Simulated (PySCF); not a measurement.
# Dipole response of V⁺ (vanadium, charge +1)

[Ar] 3d4, high-spin 5D determinant. Computed with PySCF 2.14 in aug-cc-pVQZ-DK, with scalar relativity by spin-free X2C-1e. Coupled (time-dependent) response in atomic units; α is the mean over directions.

```csv
method,mean α (bohr³),"α xx, yy, zz",C₆ (like pair),S(−4)
BHandHLYP,13.71,"13.12, 13.12, 14.88",50.85,262.2
```

S(−4) is the Cauchy moment in α(ω) = α(0) + S(−4) ω² + …

α(iu) at BHandHLYP:

```tsv
u (hartree)	α(iu) (bohr³)
0	13.71
0.0500	13.10
0.100	11.70
0.200	8.885
0.300	7.022
0.500	4.960
0.750	3.611
1.00	2.796
1.50	1.844
2.00	1.310
3.00	0.7595
5.00	0.3481
```

For an ion, C₆ is the dispersion term alone; charge-induced terms of lower order in 1/R come first.

The components differ because the open shell of this determinant is not spherical; for a pure term their mean is the scalar polarisability.
